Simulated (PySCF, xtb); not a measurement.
CH4BClO2, SMILES COB(O)Cl.

Coordinates come from a PBE0-D3(BJ)/def2-SVP optimisation. The values are those of a single conformer.

Calculation: PySCF with IEF-PCM-PBE0/def2-SVP.

The values are the electrostatic part of the solvation free energy, E(continuum) − E(gas) at the gas-phase geometry, in a cavity of scaled van der Waals radii (PySCF's table); cavitation and dispersion terms are not included. In vacuum the orbital gap is 10.09 eV. The dipole moment in vacuum is 2.02 D.

| solvent | ε | ΔG(elec) (kcal/mol) | dipole (D) | gap (eV) |
|---|---|---|---|---|
| water | 78.36 | -5.0 | 2.44 | 10.10 |
| dichloromethane | 8.93 | -4.3 | 2.38 | 10.09 |
| ethanol | 24.85 | -4.8 | 2.43 | 10.10 |

For comparison, GFN2-xTB/ALPB(water) (xtb, at the GFN2-xTB geometry, all terms of that model) gives -7.0 kcal/mol.
